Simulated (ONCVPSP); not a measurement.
**Before and after: ONCV potential for manganese (Mn)**

ONCVPSP 4.0.1 input, shortened (lines: element, Z, core and valence counts, functional; n l f; lmax; l rc ep ncon nbas qcut; lloc lpopt rc5 dvloc0; l nproj debl; icmod fcfact rcfact), PW91, scalar-relativistic:

```
  Mn 25.00    5    3  -109134      upf
    1    0    2.00
    2    0    2.00
    2    1    6.00
    3    0    2.00
    3    1    6.00
    3    2    5.00
    4    0    1.75
    4    1    0.25
    2
    0    2.45    0.00    4    9    2.80
    1    3.45    0.00    4    9    2.70
    2    1.35    0.00    4    9   11.30
    4    5    1.05    2.00
    0    2    0.90
    1    2    1.70
    2    2    2.90
    3    4.00    1.75
```

Change: core correction Teter function, fcfact 5.4, rcfact 1.75.

Cutoffs: the cutoffs (Ha) at which the residual kinetic energy of the hardest occupied pseudo-wave falls to 1 and 0.1 mHa per electron; they do not see the model core or the augmentation charge, which bear on the density cutoff. Errors are all-electron minus pseudo energies relative to the spin-unpolarised reference configuration.

Question: How do hardness, ghosts and transferability respond?

Answer: The potential gets neither clearly harder nor softer (50 Ha and 56 Ha → 50 Ha and 56 Ha); both files keep a bound ghost (s); of the 4 tests that both files solve, the error grows in 3 and shrinks in 0 by more than 15 % and 0.3 meV (median size 48.2 → 60.4 meV). A model core, the more so a compact one, raises the density cutoff, which this test does not measure.

```csv
quantity,base,changed
"cutoff, loose",50 Ha,50 Ha
"cutoff, tight",56 Ha,56 Ha
bound ghosts,s,s
GHOST(+) flags under 300 eV,p at 53.2 eV,p at 53.2 eV
"error for 3d5 4s2 4p0, meV [ΔE -0.94 eV]",-0.7,-0.9
"error for 3d5 4s1 4p0, meV [ΔE 7.53 eV]",-53,-68
"error for 3d5 4s0 4p0, meV [ΔE 23.17 eV]",-487,-599
"error for 3d5 4s0 4p2, meV [ΔE 7.03 eV]",-43,-53
s: phases at 2.49 bohr within 0.05 rad from the reference energy up to (Ha; the scan ends near 5),2.4,2.4
p: phases at 3.50 bohr within 0.05 rad from the reference energy up to (Ha; the scan ends near 5),1.1,1.1
d: phases at 1.37 bohr within 0.05 rad from the reference energy up to (Ha; the scan ends near 5),to the end of the scan,to the end of the scan
"rms error of d²Exc/dni dnj with the model core, mHa",4.71,4.27
```

 A true bound ghost makes a file unfit for plane-wave use even where its test errors are small: the radial tests pick states by their node count and pass the ghost by.
